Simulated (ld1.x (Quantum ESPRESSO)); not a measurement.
# Reading a pseudo-wave (arsenic)

Columns: radius, all-electron u(r) and pseudo u(r) of the 3d shell (level -40.65 eV) of arsenic in the configuration [Ar] 3d10 4s2 4p3; PBE, scalar-relativistic, TM scheme, ld1.x (Quantum ESPRESSO) 7.5.

```csv
r (bohr),all-electron,pseudo
0.075,0.1018,0.0193
0.150,0.4099,0.1402
0.225,0.7430,0.3998
0.300,0.9939,0.7458
0.375,1.1413,1.0689
0.450,1.1996,1.2739
0.525,1.1930,1.3310
0.600,1.1449,1.2731
0.675,1.0730,1.1574
0.750,0.9894,1.0304
0.825,0.9019,0.9156
0.900,0.8152,0.8177
0.975,0.7323,0.7324
1.050,0.6548,0.6548
1.125,0.5833,0.5833
1.200,0.5183,0.5183
1.275,0.4595,0.4595
1.350,0.4068,0.4068
1.425,0.3596,0.3596
1.500,0.3177,0.3177
1.575,0.2804,0.2804
1.650,0.2473,0.2473
1.725,0.2180,0.2180
1.800,0.1920,0.1920
1.875,0.1690,0.1690
1.950,0.1488,0.1488
```

(1) How many radial nodes do the two functions have?

(2) At about which radius was the pseudo-wave matched?

(3) Is the pseudo-wave norm-conserving?

Answers

(1) The all-electron 3d function has n − l − 1 = 0; the pseudo-wave has 0.

(2) 1.05 bohr. The columns agree to 0.0005 from 0.97 bohr on; several derivatives are matched, so the curves merge somewhat inside the radius.

(3) Yes: the TM scheme keeps the norm inside the radius equal to the all-electron one, which fixes the energy derivative of the logarithmic derivative at the level.
